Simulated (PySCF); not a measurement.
Bond stretch in BeO, singlet.

Methods: UKS-CAM-B3LYP = unrestricted CAM-B3LYP/cc-pVTZ (PySCF); UHF/cc-pVTZ (PySCF); UKS-BLYP = PySCF with unrestricted BLYP/cc-pVTZ; UKS-LDA (SVWN5)/6-31G* = unrestricted LDA (SVWN5)/6-31G*, spherical d run with PySCF; RHF/3-21G = PySCF with restricted Hartree-Fock/3-21G.

Energies are in kJ/mol, each relative to the lowest point of its own curve near equilibrium.

```
R / Å  UKS-CAM-B3LYP    UHF  UKS-BLYP  UKS-LDA (SVWN5)/6-31G*  RHF/3-21G
-----  -------------  -----  --------  ----------------------  ---------
1.05           316.3  409.3     349.3                   341.7      394.7
1.13           128.9    ___     153.8                   147.5      170.8
1.18            61.4  159.0      80.3                    75.3       86.5
1.26             8.4  113.1      16.9                    14.4       15.5
1.27             5.5  111.2       ___                    10.5       11.0
1.32             0.0   34.2       ___                     0.0        0.0
1.36             4.9   15.6       0.0                     0.9        2.9
1.42            23.8    1.8      10.8                    14.0       22.2
1.46            42.1    0.0       ___                    28.5       42.5
1.55            84.6   11.1      62.9                    72.5      102.1
1.63           105.5   33.1     102.5                   118.7        ___
1.77           154.9   86.5     168.3                   201.1      248.6
1.99           244.6  184.0     256.4                   309.8      327.2
2.20           327.0  275.3     329.6                   390.3      367.9
2.39           391.0  328.5     386.4                   453.2      389.6
2.62           447.1  349.1     439.6                   516.0      405.1
2.91           487.2  356.8     483.0                   572.3      415.5
3.26           510.2  359.0     512.2                   612.4      421.6
3.61           519.9  359.5     528.3                   635.0        ___
3.99           523.9  359.6     538.2                   649.1      426.1
4.65           525.3  359.7     546.7                   661.1      427.0
5.24           525.9  359.7     550.1                   665.4      427.2
```

Complete the blanks.


- 1.13, UHF: 223.4
- 1.27, UKS-BLYP: 12.6
- 1.32, UKS-BLYP: 0.5
- 1.46, UKS-BLYP: 23.9
- 1.63, RHF/3-21G: 161.6
- 3.61, RHF/3-21G: 424.6

The unrestricted determinant behind UKS-CAM-B3LYP is spin-contaminated at 1.55 to 5.24 Å (<S²> up to 1.1, against 0.00 for a pure singlet). The unrestricted determinant behind UHF is spin-contaminated at 1.32 to 5.24 Å (<S²> up to 1.3, against 0.00 for a pure singlet). The unrestricted determinant behind UKS-BLYP is spin-contaminated at 1.55 to 5.24 Å (<S²> up to 1.0, against 0.00 for a pure singlet). At the longest distance UKS-BLYP leaves fractional charges on the fragments, a sign of delocalisation error or of the restricted form. The unrestricted determinant behind UKS-LDA (SVWN5)/6-31G* is spin-contaminated at 1.63 to 5.24 Å (<S²> up to 1.0, against 0.00 for a pure singlet). The restricted form behind RHF/3-21G keeps the bonding electrons paired and can't separate into open-shell fragments.
